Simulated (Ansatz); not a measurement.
Relaxation of BClFHO (5 atoms, charge 0, multiplicity 1), to a largest force component of 0.02 eV/Å in at most 40 steps.

All numbers below come from RKS PBE0-D4/def2-SVP in Ansatz 0.2.0.

```xyz
5
Properties=species:S:1:pos:R:3:forces:R:3
B 0.000 0.000 0.000 1.75 -0.07 0.29
Cl 0.000 0.000 1.860 -0.18 0.03 -2.03
O 1.221 0.000 -0.705 -1.37 -2.04 0.88
H 1.521 -0.952 -0.860 -0.47 2.00 0.28
F -1.143 0.000 -0.660 0.27 0.08 0.57
```

Problem. Where does it end, and by what steps?

Solution. It converged. After 9 steps the energy has fallen by 0.675 eV; H4 moved furthest, 0.57 Å.

| step | energy less start (eV) | largest force component (eV/Å) | accepted |
| --- | --- | --- | --- |
| 0 | 0.0000 | 2.044 | yes |
| 1 | -0.1856 | 1.183 | yes |
| 2 | -0.2235 | 0.669 | yes |
| 3 | -0.3081 | 0.481 | yes |
| 4 | -0.4905 | 0.976 | yes |
| 5 | -0.2688 | 3.369 | no |
| 6 | -0.6020 | 0.612 | yes |
| 7 | -0.6621 | 0.340 | yes |
| 8 | -0.6748 | 0.143 | yes |
| 9 | -0.6753 | 0.010 | yes |

```xyz
5
Properties=species:S:1:pos:R:3
B -0.048 -0.078 -0.080
Cl 0.133 -0.155 1.677
O 0.956 -0.374 -0.916
H 1.769 -0.627 -0.468
F -1.211 0.282 -0.579
```

Run time: 19 s on 1 thread of Arm Neoverse V2, with other jobs on the host, peak memory 0.15 GiB.
